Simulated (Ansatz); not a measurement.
`C#[C][SnH2][C]#C` + CH₃NH₂ → `C#CNC` + `C#[C][SnH3]` at 700 K and 1 bar (substitution at a C–Sn bond).

Calculated with Ansatz (gas phase, PBE0-D4/def2-TZVP geometries, no zero-point term in ΔE). CBS: MP2 limit from def2 TZ/QZ plus the TZ coupled-cluster correction, frozen cores. def2 core potentials past Kr. For Sn outer-core shells are correlated without core-valence functions, which leaves a few kJ/mol of doubt a bond.

```tsv
species	CCSD(T)/CBS energy (Eh)	H − E (kJ/mol)	S (J/(mol·K))
`C#[C][SnH2][C]#C`	-368.49595	211.3	469.0
CH₃NH₂	-95.75281	207.6	296.6
`C#CNC`	-171.77864	250.9	378.4
`C#[C][SnH3]`	-292.44374	158.7	379.9
```

H − E and S are ideal-gas, rigid-rotor, harmonic terms from PBE0-D4/def2-TZVP, for one conformer and one mirror image of each species. 1 Eh = 2625.50 kJ/mol, R = 8.31446 J/(mol·K).

Q: By hand: ΔE, ΔH, ΔS and ΔG.

A: ΔE = (-171.77864) + (-292.44374) − (-368.49595) − (-95.75281) = 0.02638 Eh = 69.3 kJ/mol. Δ(H − E) = 250.9 + 158.7 − 211.3 − 207.6 = -9.3, so ΔH = 60.0 kJ/mol. ΔS = 378.4 + 379.9 − 469.0 − 296.6 = -7.3 J/(mol·K). ΔG = 60.0 − 700 × (-7.3)/1000 = 65.1 kJ/mol.

Q: By hand: the equilibrium constant, and the temperature at which ΔG would vanish if ΔH and ΔS stayed fixed.

A: log₁₀ K = −ΔG/(RT ln 10) = -4.9. ΔH and −TΔS have one sign here, so there is no such temperature.

The number of gas molecules stays the same, so ΔS is small and ΔH decides. A doubt of 5 kJ/mol in ΔE shifts log₁₀ K by 0.4 here. Other conformers and mirror images would add mixing entropy, several J/(mol·K) or more a flexible species. These are equilibria of isolated gas molecules and say nothing of rates. Largest T1 diagnostic: 0.014 (customary marks: 0.02 for closed shells, 0.045 for open ones).

ΔS is within the doubt of such terms, so its sign, and with it that verdict, could turn.
